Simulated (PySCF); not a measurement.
Isomers of C8H16, from PBE0-D3(BJ)/def2-SVP geometry optimisation, gas phase in PySCF 2.14.0. One conformer each, no zero-point energy, no frequencies.

Problem. Which isomer lies lowest at this level?
A. `[CH2:1]=[C:2]([CH3:3])[CH2:4][C:5]([CH3:6])([CH3:7])[CH3:8]` with C1–C2–C4–C5 -88° (diisobutylene): A = 2996, B = 1362, C = 1211 MHz, dipole 0.48 D
B. `[CH3:1][CH:2]([CH3:3])[CH:4]1[CH2:5][CH2:6][CH2:7][CH2:8]1` with C1–C2–C4–C5 -178°, C2–C4–C5–C6 -160°, C4–C5–C6–C7 42°, C5–C6–C7–C8 -34°, C6–C7–C8–C4 13°: A = 3660, B = 1357, C = 1067 MHz, dipole 0.05 D
C. `[CH2:1]=[C:2]([CH3:3])[C:4]([CH3:5])([CH3:6])[CH2:7][CH3:8]` with C1–C2–C4–C5 117°, C2–C4–C7–C8 58° (2,3,3-trimethyl-1-pentene): A = 2092, B = 1758, C = 1579 MHz, dipole 0.50 D

Solution. B. That is `C1(C(C)C)CCCC1` (isopropylcyclopentane), 17.9 kcal/mol below the next.

| SMILES | mapped SMILES | E (Eh) | relative (kcal/mol) | relative (kJ/mol) | dipole (D) |
| --- | --- | --- | --- | --- | --- |
| CC(C)C1CCCC1 | [CH3:1][CH:2]([CH3:3])[CH:4]1[CH2:5][CH2:6][CH2:7][CH2:8]1 | -313.90811 | 0.0 | 0.0 | 0.05 |
| C=C(C)CC(C)(C)C | [CH2:1]=[C:2]([CH3:3])[CH2:4][C:5]([CH3:6])([CH3:7])[CH3:8] | -313.87966 | 17.9 | 74.7 | 0.48 |
| C=C(C)C(C)(C)CC | [CH2:1]=[C:2]([CH3:3])[C:4]([CH3:5])([CH3:6])[CH2:7][CH3:8] | -313.87795 | 18.9 | 79.2 | 0.50 |

As drawn, the highest has a C=C bond outside aromatic rings and a quaternary carbon, which the lowest lacks.
